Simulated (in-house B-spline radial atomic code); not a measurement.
Radial electron density of the sulfur ion S²⁺, [Ne] 3s1 3p2 6g1. Computed with a radial B-spline atomic code at the basis-set limit: Dirac-Hartree-Fock, average of configuration, Fermi nucleus of rms radius 3.2611 fm.

Columns: r (bohr), 4πr²n(r) (electrons per bohr), bar.

```
 0.00387   0.4619 #
 0.00485    0.701 ##
 0.00608    1.056 ###
 0.00762    1.574 ####
 0.00956    2.322 ######
   0.012    3.373 ########
   0.015    4.776 ############
  0.0188    6.627 ################
  0.0236    8.938 ######################
  0.0296    11.59 ############################
  0.0371    14.33 ###################################
  0.0465    16.72 ########################################
  0.0583    18.18 ############################################
  0.0731    18.21 ############################################
  0.0916    16.71 ########################################
   0.115    14.29 ###################################
   0.144    12.35 ##############################
    0.18    12.18 #############################
   0.226    14.09 ##################################
   0.283    16.67 ########################################
   0.355    17.58 ##########################################
   0.445    15.28 #####################################
   0.558    10.48 #########################
     0.7    5.652 ##############
   0.878    2.912 #######
     1.1    2.284 ######
    1.38    2.312 ######
    1.73     1.88 #####
    2.17     1.04 ###
    2.72   0.3681 #
    3.41  0.08255 
    4.27   0.0297 
    5.35   0.0459 
    6.71  0.05602 
    8.41  0.02268 
    10.5 0.002663 
    13.2  0.07013 
    16.6  0.09806 
    20.8  0.03746 
      26 0.004213 
    32.6 0.0001095 
    40.9 4.903e-07 
    51.3 2.554e-10
```

On this grid the curve has 5 maxima, near 0.0731, 0.355, 1.38, 6.71, 16.6 bohr.

The 6g7/2 radial function P(r) = rR(r), positive near the nucleus, with its small component Q(r) (sign convention: Q ≈ (P' + κP/r)/2c):

| r (bohr) | P | Q |
| --- | --- | --- |
| 0.878 | 0.0006198 | 2.096e-05 |
| 1.38 | 0.003805 | 7.922e-05 |
| 2.17 | 0.02031 | 0.0002559 |
| 3.41 | 0.08475 | 0.0006108 |
| 5.35 | 0.2133 | 0.0007509 |
| 8.41 | 0.1506 | -3.447e-05 |
| 13.2 | -0.2648 | -0.0004766 |
| 20.8 | -0.1935 | -1.766e-05 |
| 32.6 | -0.01047 | 6.868e-06 |
